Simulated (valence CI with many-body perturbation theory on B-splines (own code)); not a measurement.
Results of a calculation; reference values are marked as such.
Level structure of Rh³⁸⁺

Method: valence CI with perturbative core correlation (CI+MBPT): five valence electrons over a frozen Dirac-Fock core [He], radial functions for each j: 9 s, 9 p, 8 d, 6 f, 3 g, 1 h, with the one-electron correlation potential Σ1, the two-electron term Σ2, the three-electron term Σ3, Breit, model QED; selected CI, second order for the rest (own B-spline code, finite nucleus).

No measured spectrum was set against this ion. As an estimate, large intervals hold to a few tenths of a per cent, small ones and those within an open d or f shell to about a per cent. Among the levels kept, up to 1700 cm⁻¹ of a level comes from second order outside the variational space, and about a tenth of that is noise between levels of different J, which matters for small intervals.

Levels 1 to 45 of 84, with energies above the lowest level, (2s^2 2p1/2^2 2p3/2) J=3/2. "Leading %" is the weight of the configuration and term that name the level; weights of strongly mixed levels are sums over their largest components and can fall short. In the jj column 3d3/2^4 stands for four electrons in 3d with j = 3/2.

| No. | Configuration | Term | J | E (Ry) | Leading % | Second component | Leading jj | g |
| --- | --- | --- | --- | --- | --- | --- | --- | --- |
| 1 | 2s²2p³ | ²P° | 3/2 | 0.00 | 43 | 32 % 2s²2p³ ⁴S° | 2s^2 2p1/2^2 2p3/2 (98 %) | 1.410 |
| 2 | 2s²2p³ | ⁴S° | 3/2 | 10.07 | 52 | 47 % 2s²2p³ ²D° | 2s^2 2p1/2 2p3/2^2 (98 %) | 1.420 |
| 3 | 2s²2p³ | ²D° | 5/2 | 11.33 | 100 |  | 2s^2 2p1/2 2p3/2^2 (100 %) | 1.187 |
| 4 | 2s²2p³ | ²P° | 1/2 | 13.05 | 99 |  | 2s^2 2p1/2 2p3/2^2 (99 %) | 0.649 |
| 5 | 2s2p⁴ | ⁴P | 5/2 | 22.56 | 80 | 20 % 2s2p⁴ ²D | 2s 2p1/2^2 2p3/2^2 (98 %) | 1.509 |
| 6 | 2s²2p³ | ²P° | 3/2 | 23.17 | 55 | 29 % 2s²2p³ ²D° | 2s^2 2p3/2^3 (98 %) | 1.269 |
| 7 | 2s2p⁴ | ²S | 1/2 | 26.39 | 52 | 43 % 2s2p⁴ ⁴P | 2s 2p1/2^2 2p3/2^2 (94 %) | 2.212 |
| 8 | 2s2p⁴ | ²D | 3/2 | 26.48 | 35 | 33 % 2s2p⁴ ²P | 2s 2p1/2^2 2p3/2^2 (92 %) | 1.265 |
| 9 | 2s2p⁴ | ⁴P | 3/2 | 34.06 | 67 | 24 % 2s2p⁴ ²D | 2s 2p1/2 2p3/2^3 (94 %) | 1.463 |
| 10 | 2s2p⁴ | ²D | 5/2 | 35.97 | 80 | 20 % 2s2p⁴ ⁴P | 2s 2p1/2 2p3/2^3 (98 %) | 1.266 |
| 11 | 2s2p⁴ | ²P | 1/2 | 37.91 | 56 | 35 % 2s2p⁴ ⁴P | 2s 2p1/2 2p3/2^3 (90 %) | 1.481 |
| 12 | 2s2p⁴ | ²P | 3/2 | 38.79 | 57 | 41 % 2s2p⁴ ²D | 2s 2p1/2 2p3/2^3 (97 %) | 1.103 |
| 13 | 2s2p⁴ | ²P | 1/2 | 49.32 | 40 | 38 % 2s2p⁴ ²S | 2s 2p3/2^4 (94 %) | 1.606 |
| 14 | 2p⁵ | ²P° | 3/2 | 52.64 | 99 |  | 2p1/2^2 2p3/2^3 (99 %) | 1.322 |
| 15 | 2p⁵ | ²P° | 1/2 | 63.90 | 99 |  | 2p1/2 2p3/2^4 (99 %) | 0.649 |
| 16 | 2s²2p²3s | ⁴P | 1/2 | 226.88 | 51 | 26 % 2s²2p²3s ²S | 2s^2 2p1/2^2 3s (98 %) | 2.043 |
| 17 | 2s²2p²3p | ⁴D° | 1/2 | 230.66 | 42 | 40 % 2s²2p²3p ²P° | 2s^2 2p1/2^2 3p1/2 (98 %) | 0.662 |
| 18 | 2s²2p²3p | ²P° | 3/2 | 234.40 | 27 | 25 % 2s²2p²3p ⁴D° | 2s^2 2p1/2^2 3p3/2 (97 %) | 1.337 |
| 19 | 2s²2p²3s | ⁴P | 3/2 | 237.19 | 88 | 10 % 2s²2p²3s ²P | 2s^2 2p1/2 2p3/2 3s (99 %) | 1.674 |
| 20 | 2s²2p²3s | ²P | 1/2 | 237.62 | 68 | 31 % 2s²2p²3s ⁴P | 2s^2 2p1/2 2p3/2 3s (99 %) | 1.286 |
| 21 | 2s²2p²3s | ²D | 5/2 | 238.18 | 56 | 40 % 2s²2p²3s ⁴P | 2s^2 2p1/2 2p3/2 3s (96 %) | 1.352 |
| 22 | 2s²2p²3d | ⁴F | 3/2 | 238.27 | 37 | 26 % 2s²2p²3d ²D | 2s^2 2p1/2^2 3d3/2 (98 %) | 0.783 |
| 23 | 2s²2p²3s | ²D | 3/2 | 238.51 | 60 | 38 % 2s²2p²3s ²P | 2s^2 2p1/2 2p3/2 3s (99 %) | 1.003 |
| 24 | 2s²2p²3d | ²D | 5/2 | 239.71 | 28 | 21 % 2s²2p²3d ⁴D | 2s^2 2p1/2^2 3d5/2 (95 %) | 1.202 |
| 25 | 2s²2p²3p | ⁴P° | 1/2 | 240.95 | 44 | 29 % 2s²2p²3p ⁴D° | 2s^2 2p1/2 2p3/2 3p1/2 (99 %) | 1.692 |
| 26 | 2s²2p²3p | ⁴D° | 3/2 | 241.31 | 55 | 24 % 2s²2p²3p ²D° | 2s^2 2p1/2 2p3/2 3p1/2 (98 %) | 1.149 |
| 27 | 2s²2p²3p | ²F° | 5/2 | 242.05 | 41 | 32 % 2s²2p²3p ²D° | 2s^2 2p1/2 2p3/2 3p1/2 (98 %) | 1.106 |
| 28 | 2s²2p²3p | ²P° | 3/2 | 243.41 | 38 | 26 % 2s²2p²3p ⁴S° | 2s^2 2p1/2 2p3/2 3p1/2 (95 %) | 1.385 |
| 29 | 2s²2p²3p | ⁴D° | 5/2 | 244.23 | 51 | 33 % 2s²2p²3p ⁴P° | 2s^2 2p1/2 2p3/2 3p3/2 (96 %) | 1.428 |
| 30 | 2s²2p²3p | ⁴P° | 1/2 | 244.53 | 37 | 31 % 2s²2p²3p ²P° | 2s^2 2p1/2 2p3/2 3p3/2 (98 %) | 1.702 |
| 31 | 2s²2p²3p | ²D° | 3/2 | 244.89 | 50 | 30 % 2s²2p²3p ⁴P° | 2s^2 2p1/2 2p3/2 3p3/2 (97 %) | 1.199 |
| 32 | 2s²2p²3p | ²F° | 7/2 | 245.32 | 57 | 42 % 2s²2p²3p ⁴D° | 2s^2 2p1/2 2p3/2 3p3/2 (98 %) | 1.255 |
| 33 | 2s²2p²3p | ²P° | 3/2 | 245.70 | 42 | 22 % 2s²2p²3p ⁴S° | 2s^2 2p1/2 2p3/2 3p3/2 (93 %) | 1.371 |
| 34 | 2s²2p²3p | ²D° | 5/2 | 246.31 | 52 | 22 % 2s²2p²3p ²F° | 2s^2 2p1/2 2p3/2 3p3/2 (93 %) | 1.197 |
| 35 | 2s²2p²3p | ²P° | 1/2 | 247.11 | 83 | 8 % 2s²2p²3p ⁴D° | 2s^2 2p1/2 2p3/2 3p3/2 (96 %) | 0.682 |
| 36 | 2s2p³3s | ⁶S° | 5/2 | 247.87 | 46 | 34 % 2s2p³3s ⁴P° | 2s 2p1/2^2 2p3/2 3s (84 %) | 1.717 |
| 37 | 2s²2p²3d | ⁴F | 3/2 | 248.64 | 42 | 32 % 2s²2p²3d ²P | 2s^2 2p1/2 2p3/2 3d3/2 (96 %) | 0.937 |
| 38 | 2s²2p²3d | ⁴F | 5/2 | 248.77 | 55 | 37 % 2s²2p²3d ²F | 2s^2 2p1/2 2p3/2 3d3/2 (96 %) | 0.979 |
| 39 | 2s²2p²3d | ⁴D | 1/2 | 248.84 | 80 | 14 % 2s²2p²3d ²P | 2s^2 2p1/2 2p3/2 3d3/2 (99 %) | 0.224 |
| 40 | 2s2p³3s | ⁴S° | 3/2 | 249.13 | 40 | 27 % 2s2p³3s ²P° | 2s 2p1/2^2 2p3/2 3s (89 %) | 1.586 |
| 41 | 2s²2p²3s | ⁴P | 5/2 | 249.25 | 52 | 38 % 2s²2p²3s ²D | 2s^2 2p3/2^2 3s (89 %) | 1.419 |
| 42 | 2s²2p²3d | ⁴F | 7/2 | 249.37 | 65 | 22 % 2s²2p²3d ⁴D | 2s^2 2p1/2 2p3/2 3d5/2 (79 %) | 1.235 |
| 43 | 2s²2p²3d | ²F | 7/2 | 249.61 | 42 | 28 % 2s²2p²3d ⁴D | 2s^2 2p1/2 2p3/2 3d3/2 (70 %) | 1.149 |
| 44 | 2s²2p²3s | ²P | 3/2 | 249.69 | 45 | 34 % 2s²2p²3s ²D | 2s^2 2p3/2^2 3s (87 %) | 1.157 |
| 45 | 2s²2p²3d | ²F | 5/2 | 249.91 | 37 | 33 % 2s²2p²3d ⁴P | 2s^2 2p1/2 2p3/2 3d5/2 (49 %) | 1.204 |

The ionisation energy to 2s²2p² ³P0 of the next ion comes out as 5597.9 eV (NIST: 5600 ± 40 eV (semi-empirical)). All 84 levels together are meant to be complete up to 260.10 Ry.
